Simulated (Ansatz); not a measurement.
Program: Ansatz. Geometries: PBE0-D4/def2-TZVP. ΔE: electronic, gas phase. CCSD(T)/CBS is the MP2 limit (def2-TZVPP, def2-QZVPP) plus CCSD(T) − MP2 in def2-TZVPP, frozen cores. Functionals use def2-TZVPP. For Ga outer-core shells are correlated without core-valence functions, which leaves a few kJ/mol of doubt a bond. Scalar relativity is left out up to krypton. One conformer a species, not always the lowest.

Consider the isomerisation: `BN[CH2][GaH2]` → `B[NH][GaH][CH3]`.

```csv
level,ΔE (kJ/mol)
r2SCAN0-D4,-135.3
BHLYP-D4,-134.7
PBE-QIDH,-136.6
r2SCANh,-134.4
```

Q: What does CCSD(T)/CBS give? (An estimate is asked.)

A: The calculation gave: -139.5 kJ/mol. The listed levels differ from it by 4.2, 4.8, 2.9, 5.1 kJ/mol.

Largest T1 diagnostic among the species: 0.013.

From BLYP to BHLYP (50 % exact exchange), in def2-TZVPP and without D4, ΔE moves by −8.0 kJ/mol. At CCSD(T), def2-SVP lies +13.1 kJ/mol from the extrapolated value and def2-TZVPP +0.5 kJ/mol.

CCSD(T)/CBS has its own doubt, a few kJ/mol and more with outer-core shells, so smaller differences from it don't rank the levels.
